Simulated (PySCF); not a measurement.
**Pm (promethium, neutral): PBE calculation**

Configuration: [Xe] 4f5 6s2, one real determinant. Calculation: PySCF 2.14, in ANO-RCC-VTZP; the spin-free X2C one-electron Hamiltonian (Gaussian nucleus).

```
Total energy                                                  : -10019.25 hartree
One-electron energy                                           : -13685.02 hartree
Hartree (Coulomb) energy                                      : 3897.65 hartree
Exchange-correlation energy                                   : -231.88 hartree
⟨S²⟩                                                          : 8.7548
⟨L²⟩                                                          : 24.011
Sum of ⟨r⟩                                                    : 44.13 bohr
Sum of ⟨r²⟩                                                   : 86.28 bohr²
Traceless quadrupole moment −½Σ⟨3z² − r²⟩ along its main axis : -0.0549 e·bohr²
Langevin diamagnetic susceptibility                           : -68.3 ×10⁻⁶ cm³/mol
Time after the integrals                                      : about 5 core-seconds
```

```tsv
shell	electrons	mean orbital energy (eV)	spread (eV)	rms radius, mean of both spins (bohr)
1s α	1	-44905.7	0	0.0264
1s β	1	-44905.7	0	0.0264
2s α	1	-7302.2	0	0.107
2s β	1	-7302.1	0	0.107
2p α	3	-6531.6	0.175	0.0959
2p β	3	-6531.5	0.181	0.0959
3s α	1	-1593.2	0	0.278
3s β	1	-1591.8	0	0.278
3p α	3	-1350.2	0.845	0.278
3p β	3	-1348.8	1.081	0.278
3d α	5	-1012.1	0.740	0.256
3d β	5	-1011.0	1.035	0.256
4s α	1	-317.72	0	0.630
4s β	1	-314.01	0	0.630
4p α	3	-237.71	1.185	0.669
4p β	3	-233.98	1.834	0.669
4d α	5	-123.58	1.043	0.743
4d β	5	-119.84	2.067	0.743
5s α	1	-42.423	0	1.53
5s β	1	-40.202	0	1.53
5p α	3	-23.185	0.406	1.82
5p β	3	-21.504	0.758	1.82
6s α	1	-3.601	0	4.69
6s β	1	-3.393	0	4.69
4f α	5	-3.201	1.235	1.22
```

⟨L²⟩ = 24.01 against 30 for a pure H term, so this real determinant mixes terms. Spin-orbit coupling, absent here, splits the open shell strongly.

Densities and radii are taken from the X2C orbitals without a picture-change correction, which distorts them close to the nucleus.
